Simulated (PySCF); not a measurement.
SMILES C[SH+]C (charge +1) (B3LYP/def2-SVP optimised geometry):

```
10

C     -0.792     1.133     0.000
S     -0.336    -0.634     0.000
C      1.489    -0.634     0.000
H     -0.250     1.676    -0.784
H     -1.879     1.176    -0.156
H     -0.546     1.516     1.000
H     -0.557    -0.919    -1.312
H      1.879     0.025    -0.786
H      1.803    -1.676    -0.153
H      1.798    -0.297     0.999
```

Level of theory: B3LYP/def2-TZVP (PySCF 2.14.0).

Task: What are the frontier orbital energies?

Result: HOMO-2 -16.66 eV, HOMO-1 -16.36 eV, HOMO -14.86 eV, LUMO -5.95 eV, LUMO+1 -5.64 eV.

Meta-Löwdin charges at B3LYP/def2-TZVP: C1 -0.39, S2 0.60, C3 -0.39, H4 0.16, H5 0.18, H6 0.17, H7 0.14, H8 0.16, H9 0.18, H10 0.17.
